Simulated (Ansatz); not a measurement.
Process, species as SMILES: O=[SiH] (O-SiH) → O=[SiH-] (an electron is taken up)
B3LYP-D3(BJ)/def2-TZVP geometries, fixed; electronic energies without zero-point terms; positive where energy is released.

The adiabatic electron affinity at MP2 with Ansatz (a first-principles code), in eV, split into its Hartree-Fock and correlation parts. Cores are frozen. A restricted Hartree-Fock determinant is unstable towards unrestricted orbitals. Open shells are unrestricted. No added dispersion term, no relativity. Functions are those of the species that has most.

| basis | X | functions | Hartree-Fock | MP2 |
|---|---|---|---|---|
| aug-cc-pV(D+d)Z | 2 | 64 | 1.110 | 1.780 |
| aug-cc-pV(T+d)Z | 3 | 124 | 1.076 | 1.880 |
| aug-cc-pV(Q+d)Z | 4 | 215 | 1.071 | 1.919 |

Worked estimate of the basis-set limit from each neighbouring pair, with Hartree-Fock from the larger set and the correlation part extrapolated as X^-3.
Correlation parts: X = 2: 0.670, X = 3: 0.804, X = 4: 0.848.
- (2,3): (27·(0.804) - 8·(0.670))/19 = 0.860; with Hartree-Fock 1.076 the estimate is 1.936 eV.
- (3,4): (64·(0.848) - 27·(0.804))/37 = 0.880; with Hartree-Fock 1.071 the estimate is 1.951 eV.
The last two estimates differ by 0.015 eV; the largest set lies 0.032 from the last. Over the last step Hartree-Fock moves by -0.005 and the correlation part by 0.044.
